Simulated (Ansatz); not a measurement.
Geometry optimisation, RKS PBE/def2-mTZVP (Ansatz).

input.yaml

```yaml
crystal:
  periodic: [false, false, false]
  atoms:
    - { symbol: B, position_ang: [0.148216, 0.567562, 0.063681] }
    - { symbol: O, position_ang: [-0.673233, -0.718944, 2.178615] }
    - { symbol: H, position_ang: [-1.396478, -1.277836, 1.837922] }
    - { symbol: H, position_ang: [1.266546, 0.12975, -0.006225] }
    - { symbol: H, position_ang: [-0.778468, 0.121428, -0.558824] }
    - { symbol: O, position_ang: [-0.123312, 1.723308, 0.779851] }
    - { symbol: C, position_ang: [0.933881, 2.39519, 1.487737] }
    - { symbol: H, position_ang: [1.760818, 1.708019, 1.722649] }
    - { symbol: H, position_ang: [1.31203, 3.227395, 0.875641] }
    - { symbol: H, position_ang: [0.520846, 2.804824, 2.419733] }
    - { symbol: H, position_ang: [-1.030947, 0.202804, 2.107021] }
basis:
  gaussian: { orbitals: def2-mTZVP }
hamiltonian:
  xc: pbe
relax:
  f_tol: 0.03
  max_steps: 50
```

Command:

```bash
$ ansatz run input.yaml --threads 2 --pin off --max-ram 3072MiB --backend cpu --events-out ev --progress --plain --runs-dir out
```

Q: Where does it end, and by what steps?

A: The forces met the threshold. The force dipped under the threshold on the way, but the program's further checks kept it going. After 21 steps the energy has fallen by 0.061 eV; H11 moved furthest, 0.78 Å.

```json
{"step": "0", "energy less start (eV)": "0.0000", "largest force component (eV/Å)": "0.587", "accepted": "yes"}
{"step": "1", "energy less start (eV)": "-0.0123", "largest force component (eV/Å)": "0.765", "accepted": "yes"}
{"step": "2", "energy less start (eV)": "-0.0254", "largest force component (eV/Å)": "0.265", "accepted": "yes"}
{"step": "3", "energy less start (eV)": "-0.0360", "largest force component (eV/Å)": "0.452", "accepted": "yes"}
{"step": "4", "energy less start (eV)": "-0.0444", "largest force component (eV/Å)": "0.304", "accepted": "yes"}
{"step": "5", "energy less start (eV)": "-0.0377", "largest force component (eV/Å)": "0.436", "accepted": "no"}
{"step": "6", "energy less start (eV)": "-0.0496", "largest force component (eV/Å)": "0.167", "accepted": "yes"}
{"step": "7", "energy less start (eV)": "-0.0524", "largest force component (eV/Å)": "0.185", "accepted": "yes"}
{"step": "8", "energy less start (eV)": "-0.0550", "largest force component (eV/Å)": "0.113", "accepted": "yes"}
{"step": "9", "energy less start (eV)": "-0.0560", "largest force component (eV/Å)": "0.207", "accepted": "yes"}
{"step": "10", "energy less start (eV)": "-0.0572", "largest force component (eV/Å)": "0.134", "accepted": "yes"}
{"step": "11", "energy less start (eV)": "-0.0585", "largest force component (eV/Å)": "0.039", "accepted": "yes"}
{"step": "12", "energy less start (eV)": "-0.0586", "largest force component (eV/Å)": "0.188", "accepted": "yes"}
{"step": "13", "energy less start (eV)": "-0.0596", "largest force component (eV/Å)": "0.037", "accepted": "yes"}
{"step": "14", "energy less start (eV)": "-0.0599", "largest force component (eV/Å)": "0.021", "accepted": "yes"}
{"step": "15", "energy less start (eV)": "-0.0600", "largest force component (eV/Å)": "0.103", "accepted": "yes"}
{"step": "16", "energy less start (eV)": "-0.0603", "largest force component (eV/Å)": "0.049", "accepted": "yes"}
{"step": "17", "energy less start (eV)": "-0.0604", "largest force component (eV/Å)": "0.018", "accepted": "yes"}
{"step": "18", "energy less start (eV)": "-0.0606", "largest force component (eV/Å)": "0.058", "accepted": "yes"}
{"step": "19", "energy less start (eV)": "-0.0607", "largest force component (eV/Å)": "0.034", "accepted": "yes"}
{"step": "20", "energy less start (eV)": "-0.0606", "largest force component (eV/Å)": "0.049", "accepted": "no"}
{"step": "21", "energy less start (eV)": "-0.0607", "largest force component (eV/Å)": "0.005", "accepted": "yes"}
```

```xyz
11
Properties=species:S:1:pos:R:3
B 0.051 0.554 0.271
O -0.803 -0.457 2.100
H -0.836 -1.373 1.763
H 1.084 -0.069 0.367
H -0.862 0.167 -0.418
O -0.006 1.869 0.640
C 1.054 2.459 1.397
H 1.967 1.843 1.361
H 1.268 3.455 0.983
H 0.741 2.573 2.446
H -1.719 -0.136 1.997
```

Time of the run: 40 s on 2 threads of AMD EPYC 7R43 64-Core Processor (Zen 3), on a shared host, peak memory 0.19 GiB.
